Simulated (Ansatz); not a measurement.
`[F][Al]([Br])[Br]`, charge 0, multiplicity 1.

**Question.** Give a relaxed structure at PBE0-D4/def2-TZVP (Ansatz). (Best estimate.)

**Answer.** Ansatz gave: 
Z-matrix (Å, degrees):
```
Al
F 1 1.634
Br 1 2.222 2 119.0
Br 1 2.222 2 119.0 3 180.0
```
Point group C2v.
